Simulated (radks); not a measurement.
Question: These are the eigenvalues of the occupied orbitals of an atom or ion with whole-number occupations (hartree). All-electron calculation, Dirac Kohn-Sham, PBE, spin-unpolarised, spherical densities, point nucleus. Program: a radial shooting solver on a logarithmic mesh with Libxc functionals.

| orbital | eigenvalue |
|---|---|
| 1s1/2 | -561.7785 |
| 2s1/2 | -108.0888 |
| 2p1/2 | -101.9493 |
| 2p3/2 | -99.90272 |
| 3s1/2 | -41.61235 |

Which element is it, and in what charge state? The configuration may be excited. Open shells, if any, are shared by 2j + 1.

Answer: Z = 36, krypton, charge +24: Kr24+ in [Ne] 3s2. The list shows which subshells hold electrons but not how many an open one holds; the 1s level, -561.78 hartree, gives Z - s = 33.5 by -(Z - s)^2/2, which with screening and relativity narrows Z to a few neighbours, and the depths of the outer levels then fix element, charge and occupations together.
